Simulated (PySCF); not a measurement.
**Computed NMR parameters against published values**

Numbering as in the mapped SMILES `[CH3:1][CH2:2][CH2:3][O:4][C:5]([CH3:6])=[O:7]` (H(Xn): hydrogen on atom n).

How the numbers were obtained: shieldings: GIAO CAM-B3LYP/pcSseg-1, structure optimised with PBE0-D3(BJ)/def2-SVP, in PySCF (gas phase, relativity neglected, one averaged value for each set of equivalent atoms, one computed conformer).

Reference values: measured (solution, not stated per compound (mostly CDCl3 or CCl4); Pretsch, Buehlmann, Badertscher, Structure Determination of Organic Compounds, 4th ed. (2009)).
```tsv
atoms	quantity	reference	computed
C3	δ 13C	66.2	67.6
C2	δ 13C	22.4	24.5
C1	δ 13C	10.5	10.7
H(C3)	δ 1H	4.02	3.83
H(C2)	δ 1H	1.65	1.52
H(C1)	δ 1H	0.95	0.88
```

Computed shifts are σ(ref) − σ with the named reference compound (TMS for H and C) calculated as an isolated molecule at the same level.

(1) How far are the unscaled 13C shifts from the references?

(2) How far are the unscaled 1H shifts from the references?

## Answers

(1) Mean signed difference +1.23 ppm, mean absolute 1.23 ppm over 3 comparisons; the largest is +2.1 ppm at C2 (sp3 CH2).

(2) Mean signed difference -0.13 ppm, mean absolute 0.13 ppm over 3 comparisons; the largest is -0.19 ppm at H(C3) (hydrogen on an sp3 CH2 bonded to O).
